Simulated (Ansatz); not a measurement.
CH3AlF2 (SMILES [CH3][Al]([F])[F]), singlet, geometry from GFN2-xTB (such geometries of metal compounds can be far from the true shape), atoms displaced at random by about 0.03 Å a coordinate; HF/6-31G, gradient (Ansatz, a first-principles code).

Here is a job for Ansatz.
Ansatz 0.2 input:
```yaml
crystal:
  periodic: [false, false, false]
  atoms:
    - {symbol: Al, position_ang: [0.06607465, 0.07629771, 0.04365943]}
    - {symbol: C, position_ang: [-1.56280233, -1.13154428, -0.08806042]}
    - {symbol: H, position_ang: [-1.26268484, -2.03034020, -0.70553164]}
    - {symbol: H, position_ang: [-2.38427881, -0.59838105, -0.45302285]}
    - {symbol: H, position_ang: [-1.79157152, -1.57574302, 0.88012869]}
    - {symbol: F, position_ang: [0.03258061, 1.65182234, -0.48439573]}
    - {symbol: F, position_ang: [1.52475385, -0.43206822, 0.57729635]}
basis:
  gaussian:
    orbitals: 6-31G
hamiltonian:
  xc: hf
output: {forces: true}
```

Question: Predict the main parts of the log of this Ansatz run.

Answer: 
```
Functional definition: HF
518 factors; integrals over basis functions are off by at most 2.1e-4 eV
mean field evaluation 1: about -13071.3440 eV, gradient 4.0e1 eV
mean field evaluation 2: about -13071.3486 eV, gradient 4.0e1 eV
mean field evaluation 4: about -13074.2047 eV, gradient 1.6e0 eV
mean field evaluation 8: about -13074.2174 eV, gradient 9.9e-5 eV
mean field -13074.21736539 eV, -480.4686261554 hartree, gradient 1.3e-5 eV, S^2 0.000000; 0 other end points of the search recorded, 0 dependent functions left out
the calculation of the forces begins
reference -13074.21736539 eV, -480.4686261554 hartree; 20, 20 occupied and 26, 26 virtual orbitals, 518 factors
Total energy: -13074.21736539 eV, -480.4686261554 hartree
Atom 0 at     0.066075     0.076298     0.043659 Å, force    -2.362168    -0.763933    -0.505019 eV/Å
Atom 1 at    -1.562802    -1.131544    -0.088060 Å, force     2.893770    -1.524651     0.531713 eV/Å
Atom 2 at    -1.262685    -2.030340    -0.705532 Å, force    -0.688751     1.345547     0.298604 eV/Å
Atom 3 at    -2.384279    -0.598381    -0.453023 Å, force    -1.191177     0.427054    -0.754839 eV/Å
Atom 4 at    -1.791572    -1.575743     0.880129 Å, force    -0.114017     0.347940     0.021479 eV/Å
Atom 5 at     0.032581     1.651822    -0.484396 Å, force    -0.000006     0.699358    -0.180533 eV/Å
Atom 6 at     1.524754    -0.432068     0.577296 Å, force     1.462349    -0.531314     0.588595 eV/Å
Dipole moment:    -0.497091    -0.394421     0.035160 e Å
```
